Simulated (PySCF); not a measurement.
PBE on F- (fluorine, charge -1), [Ne], closed-shell 1S. All numbers are calculated (PySCF 2.14, no relativity, point nucleus, in dyall-av2z).

```
cycle= 1 E= -99.7860058953002  delta_E= 0.00566  |g|= 0.225  |ddm|= 0.28
cycle= 2 E= -99.6905758594833  delta_E= 0.0954  |g|= 0.613  |ddm|= 0.346
cycle= 3 E= -99.8038888571051  delta_E= -0.113  |g|= 0.0829  |ddm|= 0.186
cycle= 4 E= -99.806598381311  delta_E= -0.00271  |g|= 0.00238  |ddm|= 0.045
cycle= 5 E= -99.8066002463248  delta_E= -1.87e-06  |g|= 0.000297  |ddm|= 0.000901
cycle= 6 E= -99.8066002772025  delta_E= -3.09e-08  |g|= 1.43e-05  |ddm|= 0.000129
cycle= 7 E= -99.8066002772725  delta_E= -7e-11  |g|= 5.64e-07  |ddm|= 5.74e-06
converged SCF energy = -99.8066002772725  <S^2> = -8.8817842e-16  2S+1 = 1
```

Highest occupied orbital energy: 1.527 eV; ⟨L²⟩ = 0.00; populations by l: s 4.00, p 6.00, d 0.00.

(1) Can this result be used?

Results:

(1) With care. Self-consistency was reached. At PBE the highest occupied level has a positive energy, so only the finite basis holds that electron; in a semilocal or global hybrid functional this comes from self-interaction and does not mean that the real anion is unbound.
